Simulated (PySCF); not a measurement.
## BeO⁻: from constants to spectrum

UHF-CCSD(T) constants of BeO⁻, ²Σ⁺ (doublet), unpaired electrons σ ↑ (basis Be aug-pcseg-1, O aug-pcseg-1; no relativity; PySCF 2.14; masses 9.0122 and 15.9949 u):

```
ωe   : 1288.0 cm⁻¹
ωexe : 8.17 cm⁻¹
Be   : 1.4925 cm⁻¹
αe   : 0.0167 cm⁻¹
```

(1) What force constant and bond length do these constants imply?

(2) Estimate the centrifugal constant D from the Kratzer relation and find the Dunham coefficient a1.

Correlated steps freeze 1 core orbital. The state is the lowest determinant that a PBE0 search found; another state may lie lower at other levels.

Answers

(1) Reduced mass μred = 5.7643 u; k = 5.8918×10⁻⁷·μred·ωe² (u, cm⁻¹, mdyn/Å) = 5.63 mdyn/Å; Re = √(16.8576/(μred·Be)) (u, cm⁻¹, Å) = 1.400 Å.

(2) D = 4Be³/ωe² = 8.02e-06 cm⁻¹; a1 = −1 − αeωe/(6Be²) = -2.61.
